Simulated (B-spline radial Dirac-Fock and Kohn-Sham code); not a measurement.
Z = 73 (tantalum), transition energy 20 keV. These are calculated numbers from a B-spline atomic structure program; the model is a Dirac-Hartree-Slater potential of the neutral atom with a Latter tail (no hole, which puts coefficients of high multipoles low close above an edge), finite nucleus with surface currents. The K shell is not open to conversion at this energy. Subshells that would emit electrons below 1 keV are left out.

Question: A pure transition shows α(L) = 4.36, L1/L2 = 0.829 and L1/L3 = 0.564. What is its multipolarity?
A. M3
B. M4
C. E2
D. E4
E. M1
F. M2
G. E3
H. E1

Answer: H. For comparison, α(L), L1/L2, L1/L3 are E2 5590, 0.0202, 0.0160; E3 721000, 0.0129, 0.0101; E4 2.97e+07, 0.00838, 0.00609; M1 66.2, 9.96, 73.5; M2 12400, 19.5, 1.69; M3 2.53e+06, 24.4, 0.120; M4 2.05e+08, 23.2, 0.0268.
